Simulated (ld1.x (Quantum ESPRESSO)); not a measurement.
**What one change does to a pseudopotential (Ir (Z = 77), PAW)**

iridium (Ir), PAW, made with ld1.x (Quantum ESPRESSO) 7.5 (BP86, scalar-relativistic). Core [Kr] 4d10 4f14, reference 5s2 5p6 5d6 6s0 6p0 (charge +3). Waves: 5s (bound): rcut 1.35, rcutus 1.50 bohr; 6s (bound, empty): rcut 1.35, rcutus 1.50 bohr; 5p (bound): rcut 1.45, rcutus 1.90 bohr; 6p (bound, empty): rcut 1.45, rcutus 1.90 bohr; 5d (bound): rcut 2.00, rcutus 2.30 bohr; 5d channel at -0.2 Ry: rcut 2.00, rcutus 2.30 bohr. Local part: all-electron potential smoothed inside 1.75 bohr (lloc = -2). Core correction: a·sin(br)/r model core, default radius (ld1.x builds one for every PAW set, though the input has nlcc=.false.). Augmentation charge: BESSEL, radius 1.20 bohr.

All-electron outer shells of the reference configuration (BP86, scalar-relativistic, ld1.x):

```csv
shell,level (eV),outermost node (bohr),outermost maximum (bohr)
5s,-129.71,0.50,0.89
4f,-94.11,–,0.39
5p,-86.17,0.54,1.01
5d,-37.00,0.59,1.28
6s,-31.47,1.15,2.16
6p,-22.47,1.35,2.60
```

Change: wave 5d channel at -0.2 Ry: rcut 2.00, rcutus 2.30 bohr becomes 5d channel at -2.6 Ry: rcut 2.00, rcutus 2.30 bohr.

Cutoffs: the cutoffs (Ry, on a coarse ladder) from which the occupation-weighted sum of valence levels, in a spherical-Bessel basis at the reference potential, stays within 10 and 1 mRy of its value at 400 Ry; they do not see the model core or the augmentation charge, which bear on the density cutoff. Errors are all-electron minus pseudo energies relative to the spin-unpolarised reference configuration.

**Question.** How do hardness, ghosts and transferability respond?

**Answer.** The potential gets neither clearly harder nor softer (30 Ry and 50 Ry → 30 Ry and 50 Ry); of the 7 tests that both files solve, the error grows in 1 and shrinks in 5 by more than 15 % and 0.3 meV (median size 20.5 → 11.6 meV); neither file shows a bound ghost.

```tsv
quantity	base	changed
cutoff, loose	30 Ry	30 Ry
cutoff, tight	50 Ry	50 Ry
bound ghosts	none	none
largest miss of a reference level, eV	0.02	0.05
error for 5s2 5p6 5d7 6s2 6p0, meV [ΔE -58.37 eV]	+28	+12
error for 5s2 5p6 5d7 6s1 6p0, meV [ΔE -48.30 eV]	+22	+6.2
error for 5s2 5p6 5d7 6s0 6p0, meV [ΔE -30.66 eV]	+12	-1.5
error for 5s2 5p6 5d6 6s2 6p0, meV [ΔE -46.05 eV]	+17	+15
error for 5s2 5p6 5d7.5 6s1.5 6p0, meV [ΔE -58.63 eV]	+33	+6.4
error for 5s2 5p6 5d5 6s0 6p0, meV [ΔE 43.69 eV]	-4.2	-21
error for 5s2 5p6 5d6 6s2 6p1, meV [ΔE -51.20 eV]	+21	+17
s: phases at 2.49 bohr within 0.05 rad from the reference energy up to (Ry; the scan ends near 5)	n/a	n/a
p: phases at 2.49 bohr within 0.05 rad from the reference energy up to (Ry; the scan ends near 5)	4.6	4.6
d: phases at 2.49 bohr within 0.05 rad from the reference energy up to (Ry; the scan ends near 5)	0.8	0.0
lowest overlap eigenvalue by channel	s 0.10, p 0.09, d 0.16	s 0.10, p 0.09, d 0.94
```
